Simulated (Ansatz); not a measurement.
**Molecular dynamics of CH9N3Si**

input.yaml

```yaml
crystal:
  periodic: [false, false, false]
  atoms:
    - { symbol: "N", position_ang: [0.43485, 0.998977, 2.341243] }
    - { symbol: C, position_ang: [0.085229, 1.016347, 0.930804] }
    - { symbol: "N", position_ang: [-0.336768, -0.312584, 0.51726] }
    - { symbol: Si, position_ang: [0.119806, -1.125439, -0.985498] }
    - { symbol: "N", position_ang: [-0.671093, -0.749717, -2.516619] }
    - { symbol: H, position_ang: [1.231035, 0.417556, 2.57532] }
    - { symbol: H, position_ang: [0.416598, 1.890318, 2.819283] }
    - { symbol: H, position_ang: [-0.71043, 1.772366, 0.811571] }
    - { symbol: H, position_ang: [0.911342, 1.310343, 0.248807] }
    - { symbol: H, position_ang: [-1.013808, -0.723095, 1.151478] }
    - { symbol: H, position_ang: [1.561727, -0.76271, -1.217742] }
    - { symbol: H, position_ang: [-0.155073, -2.576922, -0.710653] }
    - { symbol: H, position_ang: [-1.561423, -1.141241, -2.786755] }
    - { symbol: H, position_ang: [-0.324893, -0.043399, -3.149699] }
basis:
  gaussian: { orbitals: "6-31G" }
hamiltonian:
  xc: r2scan
  dispersion: d4
md:
  timestep: 1.0
  n_steps: 297
  ensemble: nve
  temperature: 500.0
  initial_velocities: maxwell_boltzmann
  seed: 19986
scf:
  lower_state_search: "off"
```

Launched with:

```bash
$ ansatz run input.yaml --threads 1 --pin off --max-ram 2048MiB --backend cpu --events-out ev --progress --plain --runs-dir out
```

It starts from a relaxed structure.

Output, in part (step lines, the closing report, with atoms numbered from 0):

```
md step     0: t =     0.00 fs  T =   500.0 K  F+E_penalty+E_count = -13524.91123727 eV  E_kin = 0.775560 eV  conserved = -13524.13567728 eV  (15 SCF iters)
[... lines left out ...]
Total energy: -13524.59364851 eV, -497.0196492841 hartree
Atom 0 at     0.532651     0.988416     2.294131 Å, force     0.336967     0.184196     0.993407 eV/Å
Atom 1 at     0.008662     1.088837     0.964718 Å, force    -1.799227    -0.823310     0.634709 eV/Å
Atom 2 at    -0.339502    -0.264409     0.443464 Å, force    -0.199768     0.977673     0.532220 eV/Å
Atom 3 at     0.128852    -1.137185    -0.979871 Å, force     0.910144    -1.375038     0.400733 eV/Å
Atom 4 at    -0.659333    -0.746121    -2.468036 Å, force    -2.014702    -0.175137    -0.079730 eV/Å
Atom 5 at     1.170733     0.212882     2.407181 Å, force     0.179552     0.039044     0.177516 eV/Å
Atom 6 at    -0.103982     1.118773     3.086799 Å, force     0.323359    -0.113838    -0.632654 eV/Å
Atom 7 at    -0.919447     1.693074     1.083636 Å, force     0.403192     0.031941    -0.528831 eV/Å
Atom 8 at     0.679193     1.576186     0.282783 Å, force     0.523740     0.217397    -0.553464 eV/Å
Atom 9 at    -1.039570    -0.708751     1.023910 Å, force    -0.009053    -0.117306     0.181282 eV/Å
Atom 10 at     1.627045    -1.049407    -1.276316 Å, force    -0.412629     0.302957    -0.038357 eV/Å
Atom 11 at    -0.069444    -2.592303    -0.485359 Å, force    -0.206309     0.485992    -0.344155 eV/Å
Atom 12 at    -1.667617    -0.749803    -2.686483 Å, force     0.884368    -0.137533     0.623594 eV/Å
Atom 13 at    -0.145977    -0.466569    -3.250420 Å, force     1.080365     0.502961    -1.366270 eV/Å
Dipole moment:    -0.374680     0.044701    -0.011627 e Å
```

The steps, from the saved trajectory:

```tsv
time (fs)	T (K)	potential energy less start (eV)	conserved less start (meV/atom)
0.0	500	0.000	0.00
9.0	303	0.309	0.20
18.0	330	0.267	0.31
27.0	233	0.421	0.50
36.0	345	0.247	0.47
45.0	272	0.361	0.54
54.0	236	0.419	0.68
63.0	189	0.493	0.80
72.0	253	0.395	0.85
81.0	241	0.415	0.96
90.0	301	0.323	0.95
99.0	228	0.438	1.11
108.0	287	0.344	0.96
117.0	241	0.417	1.06
126.0	227	0.440	1.11
135.0	244	0.412	1.08
144.0	145	0.568	1.21
153.0	228	0.436	1.04
162.0	191	0.495	1.14
171.0	249	0.403	0.93
180.0	255	0.392	0.84
189.0	196	0.486	1.02
198.0	246	0.408	0.93
207.0	271	0.367	0.81
216.0	290	0.337	0.75
225.0	298	0.322	0.63
234.0	200	0.476	0.79
243.0	262	0.379	0.70
252.0	297	0.323	0.62
261.0	319	0.291	0.66
270.0	311	0.303	0.68
279.0	237	0.416	0.60
288.0	254	0.389	0.56
297.0	301	0.318	0.68
```

The run went to its last step. The conserved energy stayed within 1.5 meV per atom of its start (net change 0.68 meV per atom), so the integration is sound. The temperature averaged 0.51 of the 500 K drawn at the start: a run that starts near a minimum puts about half its kinetic energy into the potential. A run of 0.3 ps of so small a system gives no equilibrium averages. Limits of this set-up: no polarisation functions.

The same pairs are bonded in the first frame and the last. Pairs count as bonded within 1.25 times the sum of covalent radii (0.12 Å more for H–H).

Last frame:

```xyz
14
Properties=species:S:1:pos:R:3
N 0.533 0.988 2.294
C 0.009 1.089 0.965
N -0.340 -0.264 0.444
Si 0.129 -1.137 -0.980
N -0.659 -0.746 -2.468
H 1.171 0.213 2.407
H -0.104 1.119 3.087
H -0.919 1.693 1.084
H 0.679 1.576 0.283
H -1.040 -0.709 1.024
H 1.627 -1.049 -1.276
H -0.069 -2.592 -0.485
H -1.668 -0.750 -2.687
H -0.146 -0.467 -3.250
```

Run time: 21 min on 1 thread of Arm Neoverse V2, with other jobs on the host, peak memory 0.12 GiB.
